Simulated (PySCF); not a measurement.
Vertical excitations of a molecule C5H5N from TDDFT-LC-ωPBE/def2-SVPD run with PySCF, as energy in eV (oscillator strength): 5.17 (0.005), 5.52 (0.000), 5.60 (0.044), 6.55 (0.027), 7.58 (0.512), 7.59 (0.543). Lowest triplet (TDA): 4.08 eV. The structure is a stationary point at B3LYP-D3(BJ)/def2-SVP. The values are those of a single conformer.

### Question
Pick the molecule that these values belong to.
(A) C=C=CCC#N
(B) c1ccncc1
(C) C#C/C=N/C=C
(D) CC#CCC#N

### Answer
B, c1ccncc1
